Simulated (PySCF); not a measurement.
Work out the structure from these simulated measurements.

Formula: C4H11OP2; charge +1.

* UV, first state: lowest singlet excitation: 5.57 eV (223 nm, f = 0.028) [TDDFT B3LYP/def2-SVPD]
* Triplet: lowest triplet excitation (Tamm–Dancoff): 5.17 eV [TDA B3LYP/def2-SVPD]
* 13C NMR: chemical shifts (computed TMS as zero) by class: 70.6 (2 C), 25.2 (2 C) ppm [GIAO PBE0/pcSseg-1]
* Rotational structure: rotational constants A, B, C: 3.801, 1.083, 0.908 GHz [GFN2-xTB]
* UV, strongest line: among the 8 lowest singlet transitions: S4 at 6.64 eV (187 nm, f = 0.130) [TDDFT B3LYP/def2-SVPD]
* NMR, other nuclei: isotropic shieldings of nuclei other than C and H, by class: 283 (1 O), 356 (1 P), 542 (1 P) ppm [GIAO PBE0/pcSseg-1]

The electronic properties come from PySCF, for the isolated species, density fitting. Levels stand in brackets. Geometry: GFN2-xTB, one conformer, isolated ion. NMR values are class means; diastereotopic atoms form classes of their own.

Question: What is the compound? Reason from the data.

Answer: Numbering: `[PH2:1][PH+:2]1[CH2:3][CH2:4][O:5][CH2:6][CH2:7]1`. 4 carbons fall into 2 classes; from least to most shielded: ring sp3 carbon bound to oxygen [C4/C6] (70.6 ppm, 2 C), ring sp3 carbon bound to phosphorus [C3/C7] (25.2 ppm, 2 C, up to 7.2 ppm apart in this geometry). The other shieldings belong to: 283 ppm, cyclic ether oxygen [O5]; 356 ppm, phosphorus bonded to 2 C, P and H [P2]; 542 ppm, three-coordinate phosphorus [P1]. S1 is mainly HOMO→LUMO (weight 0.99); the largest Löwdin shares of the orbital it empties are 0.57 on the cyclic ether oxygen, 0.08 on an sp3 carbon bound to oxygen, 0.07 on an sp3 carbon bound to phosphorus and 0.07 on an sp3 carbon bound to oxygen, of the orbital it fills 0.47 on the three-coordinate phosphorus, 0.22 on the phosphorus bonded to 2 C, P and H, 0.07 on an sp3 carbon bound to phosphorus and 0.05 on a P–H hydrogen. The optimised geometry has point group C1 and is an asymmetric top. Structure: `C1COCC[PH+]1P`. The assignments are read from this structure; whether some other isomer fits the data as well wasn't checked.
